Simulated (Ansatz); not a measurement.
Born–Oppenheimer molecular dynamics of AlFH4O2Si (9 atoms, charge 0, multiplicity 1). It starts from a relaxed structure.

All numbers below come from RKS PBE0/STO-3G in Ansatz.

```json
{"ensemble": "NVT, Langevin thermostat", "time step": "0.5 fs", "steps asked": "300", "set temperature": "400 K", "friction": "0.005 /fs", "seed": "124790"}
```

First frame:

```xyz
9
Properties=species:S:1:pos:R:3
Al -0.010 -0.009 -0.051
O -0.222 -0.068 1.636
H -1.098 -0.557 1.792
F 1.350 0.682 -0.611
O -1.083 -0.621 -1.199
Si -2.573 -1.265 -0.756
H -2.462 -2.292 0.265
H -3.476 -0.254 -0.238
H -3.177 -1.856 -1.928
```

Question: What does the run give?

Answer: All steps were run.

```
steps done                                               : 300
time covered                                             : 150 fs
mean temperature over the second half                    : 384 K
spread of the potential energy over the second half      : 4.9 meV per atom
mean potential energy of the second half above the start : 22.1 meV per atom
```

A run of 0.15 ps of so small a system gives no equilibrium averages. Limits of this set-up: minimal basis.

Question: What happens to the structure?

Answer: The same pairs are bonded in the first frame and the last. Pairs count as bonded within 1.25 times the sum of covalent radii (0.12 Å more for H–H). This is one draw of velocities; another would differ in detail.

Question: How do temperature and energy run in time?

Answer: 
```json
{"time (fs)": "0", "T (K)": "356", "potential energy less start (eV)": "0.000"}
{"time (fs)": "7.5", "T (K)": "135", "potential energy less start (eV)": "0.239"}
{"time (fs)": "15", "T (K)": "299", "potential energy less start (eV)": "0.100"}
{"time (fs)": "22.5", "T (K)": "134", "potential energy less start (eV)": "0.273"}
{"time (fs)": "30", "T (K)": "335", "potential energy less start (eV)": "0.095"}
{"time (fs)": "37.5", "T (K)": "247", "potential energy less start (eV)": "0.255"}
{"time (fs)": "45", "T (K)": "340", "potential energy less start (eV)": "0.187"}
{"time (fs)": "52.5", "T (K)": "245", "potential energy less start (eV)": "0.271"}
{"time (fs)": "60", "T (K)": "340", "potential energy less start (eV)": "0.220"}
{"time (fs)": "67.5", "T (K)": "302", "potential energy less start (eV)": "0.231"}
{"time (fs)": "75", "T (K)": "343", "potential energy less start (eV)": "0.190"}
{"time (fs)": "82.5", "T (K)": "364", "potential energy less start (eV)": "0.193"}
{"time (fs)": "90", "T (K)": "354", "potential energy less start (eV)": "0.171"}
{"time (fs)": "97.5", "T (K)": "382", "potential energy less start (eV)": "0.206"}
{"time (fs)": "105", "T (K)": "410", "potential energy less start (eV)": "0.181"}
{"time (fs)": "112.5", "T (K)": "348", "potential energy less start (eV)": "0.227"}
{"time (fs)": "120", "T (K)": "429", "potential energy less start (eV)": "0.197"}
{"time (fs)": "127.5", "T (K)": "378", "potential energy less start (eV)": "0.203"}
{"time (fs)": "135", "T (K)": "354", "potential energy less start (eV)": "0.259"}
{"time (fs)": "142.5", "T (K)": "441", "potential energy less start (eV)": "0.139"}
{"time (fs)": "150", "T (K)": "421", "potential energy less start (eV)": "0.260"}
```

The run took 8.4 min on 1 thread of Arm Neoverse V2, with other jobs on the host, peak memory 0.1 GiB.
